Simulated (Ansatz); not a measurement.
Z-matrix (Å, degrees):
```
In
N 1 2.218
In 1 3.314 2 41.7
N 1 2.218 2 83.3 3 0.0
H 1 1.721 2 108.3 3 -107.1
H 1 1.721 2 108.3 3 107.2
H 2 1.013 1 113.5 3 119.2
H 2 1.013 1 113.5 3 -119.2
H 3 1.721 1 114.9 2 90.0
H 3 1.721 1 114.9 2 -90.0
H 4 1.013 1 113.5 2 -119.2
H 4 1.013 1 113.5 2 119.2
```

The species carries charge 0 and has multiplicity 1. In: def2 effective core potential.

(1) List the B3LYP/def2-TZVPP orbital energies in eV (Ansatz). (Best estimate.)

## Answers

(1) The calculation gave: Occupied: -389.51, -389.51, -126.43, -126.43, -83.00, -83.00, -82.93, -82.93, -82.87, -82.87, -23.27, -23.20, -20.20, -20.15, -20.15, -20.14, -20.08, -20.06, -20.00, -19.98, -19.93, -19.82, -13.31, -13.13, -12.63, -11.52, -9.34, -9.18, -8.30, -7.79, -7.77, -7.35. Lowest empty: -0.97, -0.19, 0.43, 0.60, 0.61, 1.01, 1.09, 1.47.

B3LYP here is the variant with VWN-RPA as its local correlation; programs differ in this.
